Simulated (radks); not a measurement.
Values are calculated unless marked as measured or tabulated.
Question: V+, configuration [Ar] 3d4. Code: a radial shooting solver on a logarithmic mesh with Libxc functionals. Model: scalar-relativistic Kohn-Sham, LB94 model potential, spin-polarised, spherical densities, finite nucleus; open shells are filled with parallel spins first; Fermi nuclear charge, rms radius 3.6002 fm. Some entries of the table are withheld. Estimate them.

orbital,occ.,eigenvalue (eV),<r^2> (bohr^2),r(max) (bohr)
1s down,1,-5432.330,0.005897,0.04349
1s up,1,-5432.309,0.005897,0.04349
2s down,1,-624.9891,0.1113,0.2557
2s up,1,-624.4607,0.1114,0.2557
2p down,3,-525.8906,0.09133,0.2076
2p up,3,-525.4749,0.09142,0.2075
3s up,1,-79.5296,1.064,0.8214
3s down,1,-77.4302,1.077,0.8228
3p up,3,(1),(2),0.8484
3p down,3,(3),(4),0.8513
3d up,4,-15.9544,2.734,(5)
3d down,0,-14.8325,3.192,(6)

Answer: 
(1) 3p up eigenvalue (eV): -53.9029
(2) 3p up <r^2> (bohr^2): 1.260
(3) 3p down eigenvalue (eV): -51.9866
(4) 3p down <r^2> (bohr^2): 1.288
(5) 3d up r(max) (bohr): 0.9139
(6) 3d down r(max) (bohr): 0.9362
